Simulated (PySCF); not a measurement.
1,1,1,2,2,3,3,4-octafluorobutane, C4H2F8.
InChI=1S/C4H2F8/c5-1-2(6,7)3(8,9)4(10,11)12/h1H2

Torsions of this conformer, `[F:1][CH2:2][C:3]([F:4])([F:5])[C:6]([F:7])([F:8])[C:9]([F:10])([F:11])[F:12]`: F1–C2–C3–F4 -53°, C2–C3–C6–F7 67°, C3–C6–C9–F10 67°.

The closed-shell ground state was solved at several levels (PySCF, density fitting, gas phase, non-relativistic). Geometry: PBE0-D3(BJ)/def2-SVP, one conformer, isolated molecule.

```json
{"level": "wB97X-D/def2-SVPD", "basis functions": "280", "total energy (Eh)": "-951.4259", "HOMO (eV)": "-12.15", "LUMO (eV)": "2.06", "gap (eV)": "14.21", "dipole (D)": "1.86"}
{"level": "PBE0/pcSseg-1", "basis functions": "214", "total energy (Eh)": "-951.3671", "HOMO (eV)": "-10.03", "LUMO (eV)": "0.79", "gap (eV)": "10.82", "dipole (D)": "1.84"}
{"level": "B3LYP/pcSseg-2", "basis functions": "460", "total energy (Eh)": "-952.7693", "HOMO (eV)": "-9.87", "LUMO (eV)": "0.11", "gap (eV)": "9.98", "dipole (D)": "1.84"}
```

**Question.** What might B3LYP/pcJ-1 (344 basis functions) give for the same quantities?

**Answer.** Total energy -952.3598 Eh, HOMO -9.80 eV, LUMO 0.54 eV, gap 10.34 eV, dipole 1.84 D.

**Question.** Over all these levels, which gives the widest orbital gap and which the narrowest?

**Answer.** wB97X-D/def2-SVPD (range-separated hybrid) has the widest, 14.21 eV, and B3LYP/pcSseg-2 (global hybrid, 20 % exact exchange) the narrowest, 9.98 eV. Functional and basis both differ between the two, so the spread mixes both effects.

**Question.** How far do the dipole and the HOMO energy spread over the levels?

**Answer.** The dipole runs from 1.84 to 1.86 D (mean 1.84 D) and the HOMO from -12.15 to -9.80 eV.

wB97X-D is run here without its empirical dispersion term; that term would change no orbital, density or response property at a fixed geometry.
